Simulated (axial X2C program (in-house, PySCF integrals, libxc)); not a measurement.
**Which molecule has these constants?**

All values come from calculations with an axial X2C code built on PySCF integrals, spin-free (one-electron X2C) or two-component (2c: spin–orbit coupling with atomic mean-field Coulomb and Gaunt terms, which also bring small scalar terms), in Dyall basis sets with cores contracted in-house; open shells are unrestricted.

A two-component CCSD(T) calculation in a Dyall 3-zeta basis gave Re = 1.993 Å, ωe = 529.9 cm⁻¹, Ω = 0.

Question: Which molecule is it?
A. InCl
B. InBr
C. InI
D. InF

Answer: D. The others have InCl 2.442 Å and 306.8 cm⁻¹ (Ω = 0); InBr 2.582 Å and 218.2 cm⁻¹ (Ω = 0); InI 2.803 Å and 172.5 cm⁻¹ (Ω = 0).

Frozen shells (counts by l): InF In 4s3p1d, F 1s, 20 electrons correlated; InCl In 4s3p2d, Cl 2s1p, 10 electrons correlated; InBr In 4s3p2d, Br 3s2p1d, 10 electrons correlated; InI I 4s3p2d, In 4s3p2d, 10 electrons correlated. Coupled cluster in natural virtuals with an MP2 remainder. Where the outer core of a metal is frozen, bonds come out longer and ionisation energies lower.

Each entry is the lowest single determinant of a limited PBE0 search at one distance. De goes to single-determinant-based atoms at the same level (for ions the charge split of lowest energy) and is withheld (n/a) where an atom does not fit its ground term or J level. Main or longest-lived isotopes.
